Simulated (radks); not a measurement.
Q: Se10+, configuration [Ne] 3s2 3p5 3d7 (not the ground configuration). All-electron calculation, scalar-relativistic Kohn-Sham, r2SCAN, spin-polarised, spherical densities, finite nucleus; open shells are filled with parallel spins first; meta-GGA in the generalised Kohn-Sham scheme; Fermi nuclear charge, rms radius 4.14 fm. Program: a radial shooting solver on a logarithmic mesh with Libxc functionals. Some entries of the table are withheld. Estimate them.

orbital  occ.  eigenvalue (eV)  <1/r> (bohr^-1)  r(max) (bohr)
1s up       1        -12795.20            34.56        0.02880
1s down     1        -12793.91            34.56        0.02880
2s up       1        -1874.881            7.654         0.1643
2s down     1        -1869.647            7.666         0.1642
2p up       3        -1678.098              (1)         0.1317
2p down     3        -1673.389              (2)         0.1316
3s up       1        -450.6808              (3)         0.4907
3s down     1        -440.4626              (4)         0.4924
3p up       3        -387.1929            2.492         0.4852
3p down     2        -376.8750            2.468         0.4874
3d up       5        -283.9702            2.281            (5)
3d down     2        -273.4438            2.261            (6)

A: 
(1) 2p up <1/r> (bohr^-1): 7.480
(2) 2p down <1/r> (bohr^-1): 7.490
(3) 3s up <1/r> (bohr^-1): 2.622
(4) 3s down <1/r> (bohr^-1): 2.598
(5) 3d up r(max) (bohr): 0.4252
(6) 3d down r(max) (bohr): 0.4272
